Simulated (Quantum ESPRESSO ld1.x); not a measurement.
Task: I48+, configuration [He] 2s2 2p1. Method: scalar-relativistic Kohn-Sham, LDA (Slater exchange, Perdew-Wang correlation), spin-polarised, spherical densities, point nucleus; open shells are filled with parallel spins first; computed with ld1.x of Quantum ESPRESSO 7.5. Some entries of the table are withheld. Estimate them.

orbital,occ.,eigenvalue (eV),<1/r> (bohr^-1),<r^2> (bohr^2)
1s up,1,-37483.1,56.93,0.0009978
1s down,1,-37466.3,56.95,0.0009969
2s up,1,-8914.06,13.79,0.01454
2s down,1,-8886.82,13.76,0.01458
2p up,1,-8524.23,(1),0.01114
2p down,0,-8491.27,(2),0.01118
3s up,0,-3806.66,5.902,0.07573
3s down,0,-3799.57,5.891,0.07597
3p up,0,-3689.22,5.711,0.06959
3p down,0,-3681.06,5.702,0.06987

Result: 
(1) 2p up <1/r> (bohr^-1): 13.15
(2) 2p down <1/r> (bohr^-1): 13.13
